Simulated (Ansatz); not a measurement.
Start from `[SiH3]Br` and change one atom or group to get `Br[SiH2]Br`.

Ansatz, PBE0-D4/def2-TZVP geometries, multiplicity 1. 

Scalar relativity is left out up to krypton.

```csv
property,`[SiH3]Br`
HOMO–LUMO gap (ωB97M-V/def2-TZVPP) / eV,12.13
zero-point energy (PBE0-D4/def2-TZVP) / kJ/mol,67.4
HOMO energy (PBE0/def2-TZVPP) / eV,-8.48
HOMO energy (PBE/def2-TZVPP) / eV,-7.21
HOMO–LUMO gap (PBE/def2-TZVPP) / eV,5.96
LUMO energy (B3LYP/def2-TZVPP) / eV,-0.58
```

Q: What does the change do to each property? (An estimate is asked.)

A: Ansatz gave: 
```json
{"property": "HOMO–LUMO gap (ωB97M-V/def2-TZVPP) / eV", "`Br[SiH2]Br`": "12.11", "shift": "-0.02"}
{"property": "zero-point energy (PBE0-D4/def2-TZVP) / kJ/mol", "`Br[SiH2]Br`": "51.1", "shift": "-16.3"}
{"property": "HOMO energy (PBE0/def2-TZVPP) / eV", "`Br[SiH2]Br`": "-8.62", "shift": "-0.14"}
{"property": "HOMO energy (PBE/def2-TZVPP) / eV", "`Br[SiH2]Br`": "-7.34", "shift": "-0.13"}
{"property": "HOMO–LUMO gap (PBE/def2-TZVPP) / eV", "`Br[SiH2]Br`": "5.84", "shift": "-0.12"}
{"property": "LUMO energy (B3LYP/def2-TZVPP) / eV", "`Br[SiH2]Br`": "-0.84", "shift": "-0.26"}
```

With PBE0 the HOMO falls by 0.14 eV and the LUMO falls by 0.25 eV, so the gap narrows by about 0.11 eV. PBE moves the HOMO by -0.13 eV and ωB97M-V by -0.14 eV.

B3LYP here is the variant with VWN-RPA as its local correlation; programs differ in this.

Spin–orbit coupling is left out; it splits and shifts lone-pair levels of the heavy atoms by tenths of an eV.
